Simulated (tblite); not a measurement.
Compound: C8H7NO.
Atom-mapped SMILES: `[CH:1]#[C:2][c:3]1[cH:4][cH:5][c:6]([CH:7]=[O:8])[n:9]1[CH3:10]` (hydrogens: H11 on C1; H12 on C4; H13 on C5; H14 on C7; H15, H16, H17 on C10)

Structure used (GFN2-xTB), in Å, numbered top down from 1:
```xyz
17
C8H7NO angstrom
C      3.163    0.361    1.322
C      2.020    0.481    0.971
C      0.685    0.640    0.570
C     -0.160    1.725    0.807
C     -1.377    1.425    0.215
C     -1.262    0.165   -0.375
C     -2.265   -0.559   -1.100
O     -2.146   -1.656   -1.608
N      0.009   -0.292   -0.142
C      0.536   -1.552   -0.584
H      4.161    0.260    1.630
H      0.103    2.612    1.348
H     -2.255    2.041    0.202
H     -3.222   -0.004   -1.166
H      1.571   -1.639   -0.256
H      0.485   -1.623   -1.672
H     -0.052   -2.374   -0.172
```

Calculated harmonic vibrations of the isolated species, GFN2-xTB (tblite), most abundant isotopes, no scaling. This tight-binding method is rough: wavenumbers can miss measured ones by several per cent, in bad cases by 10 to 20. One conformer, not necessarily the lowest.

Harmonic wavenumbers (cm⁻¹): 75.1, 83.6, 117.4, 146.2, 204.0, 227.7, 271.4, 329.3, 400.7, 436.5, 504.6, 580.3, 581.1, 599.0, 664.1, 670.4, 757.8, 765.2, 806.0, 842.3, 911.8, 963.7, 1053.5, 1104.3, 1126.8, 1171.0, 1202.1, 1358.6, 1392.4, 1406.9, 1413.2, 1436.8, 1444.5, 1462.7, 1490.1, 1517.0, 1705.1, 2248.6, 2759.8, 2993.1, 3013.6, 3027.9, 3165.7, 3178.5, 3398.4.

A = 2885, B = 1011, C = 752.0 MHz; mass 133.053 u (most abundant isotopes); point group Cs, symmetry number 1.

Zero-point energy?

Half the sum of the wavenumbers: 27504 cm⁻¹ = 78.64 kcal/mol.

Entropy at 200 K, 1 bar (ideal gas, RRHO, classical rotation)?

Translation 38.61, rotation 28.18, vibration 16.84: S = 83.6 cal/(mol K).

And Cp and H(200 K) − H(0)?

Cp = 27.92 cal/(mol K), of which vibrations give 19.98 (their classical limit is 45 R = 89.4); H(200 K) − H(0) = 3.53 kcal/mol without the zero-point energy, 1.94 from vibrations.

Which modes carry the vibrational entropy at 200 K?

75.1 cm⁻¹: 3.23; 83.6 cm⁻¹: 3.03; 117.4 cm⁻¹: 2.38; 146.2 cm⁻¹: 1.98; 204.0 cm⁻¹: 1.39; 227.7 cm⁻¹: 1.21 cal/(mol K); the other 39 give 3.61 together.

What must be added to the electronic energy to get the Gibbs energy at 200 K and 1 bar?

ZPE + [H(200 K) − H(0)] − T·S = 78.64 + 3.53 − 16.73 = 65.44 kcal/mol.

Hindered rotation and anharmonicity are outside this model. Other conformers, if any are populated, would add a mixing term that is left out.
